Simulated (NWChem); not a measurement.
**Correlation energy of silicon monosulfide (SSi)**

```xyz
2

Si     0.0000     0.0000     1.0345
S      0.0000     0.0000    -0.9052
```
Charge 0, spin multiplicity 1.

Program: NWChem. The geometry was optimised at PBE0/def2-SVP, a minimum by its harmonic frequencies.

Basis set: 6-31G*. Each correlation energy counts from its own Hartree-Fock reference.

```
method        correlation energy (mHa)  difference from CCSD(T)
------------  ------------------------  -----------------------
MP2                             -191.8                    +32.8
SCS-MP2                         -188.9                    +35.7
CR-CCSD[T]                      -223.3                     +1.3
CR-CCSD(T)                      -222.3                     +2.3
CCSD                            -213.6                    +11.0
CCSD+T(CCSD)                    -225.9                     -1.3
CCSD(T)                         -224.6                      0.0
CCSDT                           -225.6                     -1.0
```

The values span 36.9 mHa, from CCSD+T(CCSD) (lowest) to SCS-MP2 (highest). 

The correlated methods keep 10 core orbitals frozen. The Pople sets run with spherical d functions. Differences from the coupled-cluster row are differences between methods, not errors against experiment.
